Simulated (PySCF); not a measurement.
CH₆FNOSi, SMILES C[Si](F)(O)N.

Geometry: ωB97X-D3(BJ)/def2-SVP. This is a generated structure with no PubChem entry under its InChIKey; it may be hypothetical. Other conformers were not sampled.

Two levels are set side by side: PBE/def2-TZVP (PySCF) and B3LYP/def2-TZVP (PySCF). Same geometry, gas phase. Differences are taken from unrounded values.

```json
[
 {"quantity": "orbital gap (eV)", "B3LYP": "7.88", "PBE": "6.15", "PBE minus B3LYP": "-1.72"},
 {"quantity": "highest occupied level (eV)", "B3LYP": "-7.55", "PBE": "-6.30", "PBE minus B3LYP": "1.26"},
 {"quantity": "lowest empty level (eV)", "B3LYP": "0.32", "PBE": "-0.14", "PBE minus B3LYP": "-0.46"},
 {"quantity": "dipole moment (D)", "B3LYP": "0.90", "PBE": "0.88", "PBE minus B3LYP": "-0.01"},
 {"quantity": "mean polarisability (bohr³)", "B3LYP": "45.8", "PBE": "47.7", "PBE minus B3LYP": "1.9"}
]
```

Without exact exchange PBE keeps part of each electron's self-repulsion, which lifts occupied levels and narrows the gap. PBE's more diffuse valence density responds more strongly to a field. Differences between two approximate levels are no errors against the true value.

Rough cost on one machine, each run with all the roots and properties that it gave: B3LYP against PBE within a factor of 2.
